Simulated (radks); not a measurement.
Charge is removed step by step from the 1s down level of Ne+, starting from 1s(up 1, down 1) 2s2 2p5. Method: scalar-relativistic Kohn-Sham, LDA (Slater exchange, Perdew-Wang correlation), spin-polarised, spherical densities, finite nucleus; open shells are filled with parallel spins first; Fermi nuclear charge, rms radius 3.0055 fm; computed with a radial shooting solver on a logarithmic mesh with Libxc functionals.

| removed (e) | E - E(0) (eV) | eigenvalue (eV) | E minus straight line (eV) |
|---|---|---|---|
| 0 | 0.000 | -847.74 | 0.000 |
| 0.25 | 214.71 | -869.86 | -7.553 |
| 0.5 | 434.83 | -890.92 | -9.692 |
| 0.75 | 659.95 | -909.59 | -6.822 |
| 1 | 889.04 | -920.52 | 0.000 |

Removing the whole electron costs 889.04 eV by Delta-SCF, against 847.74 eV from minus the eigenvalue at the starting occupation. Slater's transition state (half an electron removed) gives 890.92 eV. Integrating minus the eigenvalue over the occupation (Janak's theorem) gives 888.99 eV. In this scalar-relativistic scheme the density is built from large components alone, so the theorem holds only approximately. The mean slope of the eigenvalue, de/dn, is 72.8 eV per electron.
